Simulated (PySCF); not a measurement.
## Basis-set dependence of population analyses: `CC1=C[SiH2]C=C1`

Species: C5H8Si.
Bonds: C1–C2, C2–C3 (double), C3–Si4, Si4–C5, C5–C6 (double), C2–C6. Hydrogens: H7, H8, H9 on C1; H10 on C3; H11, H12 on Si4; H13 on C5; H14 on C6.

PBE0 throughout (PySCF), one geometry, spherical d and f functions. Isolated species at its PBE0-D3(BJ)/def2-SVP geometry, gas phase. Atoms taken as equivalent share a column and are averaged. The first 7 of 11 kinds of atom are listed.

Mulliken charges (e):

| basis | functions | C1 | C2 | C3 | Si4 | C5 | C6 | H7/H8/H9 |
| --- | --- | --- | --- | --- | --- | --- | --- | --- |
| STO-3G | 42 | -0.242 | -0.009 | -0.263 | +0.620 | -0.257 | -0.098 | +0.085 |
| 6-31G | 74 | -0.551 | +0.117 | -0.522 | +0.711 | -0.503 | -0.088 | +0.181 |
| pcSseg-0 | 74 | -0.611 | -0.137 | -0.716 | +1.003 | -0.761 | -0.117 | +0.243 |
| 6-31G* | 104 | -0.596 | +0.120 | -0.404 | +0.458 | -0.369 | -0.159 | +0.191 |
| cc-pVDZ | 128 | -0.004 | -0.144 | -0.165 | +0.369 | -0.146 | +0.006 | +0.057 |
| def2-SVP | 128 | +0.014 | -0.142 | -0.258 | +0.508 | -0.242 | +0.006 | +0.052 |
| aug-cc-pVDZ | 214 | +0.264 | +0.649 | -0.042 | -0.227 | -0.171 | +0.940 | -0.037 |
| 6-311+G(2d,p) | 218 | -0.708 | +0.732 | -0.691 | +0.561 | -0.355 | -0.202 | +0.160 |
| def2-TZVP | 240 | -0.403 | +0.092 | -0.278 | +0.279 | -0.255 | -0.154 | +0.134 |
| cc-pVTZ | 296 | -0.285 | +0.070 | -0.276 | +0.302 | -0.251 | -0.107 | +0.104 |
| IGLO-III | 299 | -0.433 | +0.230 | -0.444 | +0.811 | -0.389 | -0.066 | +0.126 |

IAO charges (e):

| basis | functions | C1 | C2 | C3 | Si4 | C5 | C6 | H7/H8/H9 |
| --- | --- | --- | --- | --- | --- | --- | --- | --- |
| STO-3G | 42 | -0.402 | -0.017 | -0.394 | +0.764 | -0.389 | -0.145 | +0.139 |
| 6-31G | 74 | -0.441 | +0.033 | -0.431 | +0.607 | -0.403 | -0.143 | +0.156 |
| pcSseg-0 | 74 | -0.428 | +0.018 | -0.428 | +0.612 | -0.406 | -0.137 | +0.153 |
| 6-31G* | 104 | -0.423 | +0.036 | -0.455 | +0.731 | -0.426 | -0.133 | +0.149 |
| cc-pVDZ | 128 | -0.423 | +0.036 | -0.456 | +0.725 | -0.425 | -0.137 | +0.150 |
| def2-SVP | 128 | -0.411 | +0.036 | -0.455 | +0.739 | -0.424 | -0.132 | +0.146 |
| aug-cc-pVDZ | 214 | -0.432 | +0.037 | -0.466 | +0.728 | -0.432 | -0.141 | +0.153 |
| 6-311+G(2d,p) | 218 | -0.434 | +0.037 | -0.473 | +0.760 | -0.440 | -0.140 | +0.154 |
| def2-TZVP | 240 | -0.434 | +0.038 | -0.475 | +0.769 | -0.442 | -0.139 | +0.154 |
| cc-pVTZ | 296 | -0.435 | +0.038 | -0.471 | +0.755 | -0.439 | -0.139 | +0.154 |
| IGLO-III | 299 | -0.435 | +0.037 | -0.476 | +0.769 | -0.443 | -0.140 | +0.154 |

Some averages cover members that differ in this geometry, most widely: H7/H8/H9, Mulliken in aug-cc-pVDZ -0.182 to +0.037 e.

Problem. Which scheme is steadiest as the basis changes?

Solution. Largest range over the bases for any column: IAO 0.16 e, Mulliken 1.23 e. IAO charges move least and Mulliken charges most, counted in e. Without the minimal STO-3G basis the ranges are IAO 0.16, Mulliken 1.23 e.

Problem. How much do the charges still move between the two largest bases, cc-pVTZ and IGLO-III?

Solution. At most, over all atoms: Mulliken 0.510 e, IAO 0.014 e.

Problem. What do the same runs give for the total energy, the frontier levels and the dipole moment?

Solution. 
| basis | energy (Eh) | HOMO (eV) | LUMO (eV) | μ (D) |
| --- | --- | --- | --- | --- |
| STO-3G | -478.7697 | -4.29 | 2.12 | 0.17 |
| 6-31G | -484.3426 | -6.40 | -0.99 | 1.02 |
| pcSseg-0 | -483.6667 | -6.73 | -1.31 | 0.89 |
| 6-31G* | -484.4183 | -6.39 | -1.08 | 1.14 |
| cc-pVDZ | -484.4492 | -6.53 | -1.21 | 1.14 |
| def2-SVP | -484.2116 | -6.61 | -1.30 | 1.10 |
| aug-cc-pVDZ | -484.4595 | -6.63 | -1.38 | 1.14 |
| 6-311+G(2d,p) | -484.5022 | -6.64 | -1.41 | 1.17 |
| def2-TZVP | -484.5188 | -6.64 | -1.39 | 1.19 |
| cc-pVTZ | -484.5167 | -6.62 | -1.35 | 1.18 |
| IGLO-III | -484.5244 | -6.64 | -1.41 | 1.17 |

The dipole is fixed by the density alone, so its range of 1.02 D shows that the density itself changes with the basis, not only its division among atoms.
